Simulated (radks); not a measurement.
Spherical quantum dot in the effective-mass picture: electrons in a parabolic well V = omega^2 r^2 / 2 with omega = 0.068, with a point charge +2 (a donor) at the centre, all in effective atomic units (hartree* = m*/eps^2 hartree, bohr* = eps/m* bohr), one dielectric constant everywhere. Calculated with a radial shooting solver with Libxc functionals: non-relativistic Kohn-Sham, exchange-only LDA, spin-polarised, spherical densities. Levels are named by radial order and angular momentum (1s, 1p, 1d, 2s, ...), and open shells are averaged over m. Results are scaled to m* = 0.047 and eps = 17.6, for which hartree* = 4.129 meV and bohr* = 19.82 nm.

N = 26, configuration 1s2 1p(up 3, down 0) 1d(up 5, down 0) 2s(up 1, down 0) 1f(up 7, down 0) 2p(up 3, down 0) 1g(up 4, down 0) 3s(up 1, down 0). This is the lowest configuration that the search found (a dilute case). Occupied and some empty levels:

| level | occupation | eigenvalue (meV) | <r> (nm) |
|---|---|---|---|
| 1s up | 1 | 6.3982 | 19.51 |
| 1s down | 1 | 6.4122 | 19.20 |
| 2s up | 1 | 8.1233 | 221.3 |
| 1p up | 3 | 8.1642 | 240.9 |
| 1d up | 5 | 8.2278 | 261.3 |
| 3s up | 1 | 8.3000 | 208.1 |
| 1f up | 7 | 8.3055 | 275.9 |
| 2p up | 3 | 8.3696 | 212.9 |
| 1g up | 4 | 8.3966 | 287.7 |
| 2d up | 0 | 8.4871 | 237.5 |
| 1h up | 0 | 8.4999 | 297.9 |
| 2f up | 0 | 8.6088 | 257.9 |
| 2s down | 0 | 8.6314 | 236.6 |
| 3p up | 0 | 8.6387 | 231.5 |
| 1p down | 0 | 8.6676 | 267.1 |
| 1d down | 0 | 8.7192 | 291.1 |
| 3s down | 0 | 8.7560 | 215.7 |
| 1f down | 0 | 8.7817 | 306.0 |
| 2p down | 0 | 8.8259 | 219.1 |
| 1g down | 0 | 8.8556 | 317.7 |
| 2d down | 0 | 8.9356 | 253.1 |
| 1h down | 0 | 8.9402 | 327.5 |
| 3p down | 0 | 9.0408 | 228.6 |
| 2f down | 0 | 9.0412 | 273.8 |

Energy (meV): total 108.366, kinetic 16.156, external -2.7236, Hartree 107.53, exchange-correlation -12.598.

Electron density:

| r (nm) | n(r) (e/nm^3) |
|---|---|
| 23.1 | 7.425e-06 |
| 61.8 | 1.442e-07 |
| 100 | 1.633e-07 |
| 139 | 1.544e-07 |
| 178 | 1.336e-07 |
| 216 | 1.448e-07 |
| 255 | 1.669e-07 |
| 294 | 1.403e-07 |
| 332 | 6.858e-08 |
| 371 | 1.749e-08 |
| 409 | 2.297e-09 |
| 448 | 1.551e-10 |
| 487 | 5.513e-12 |
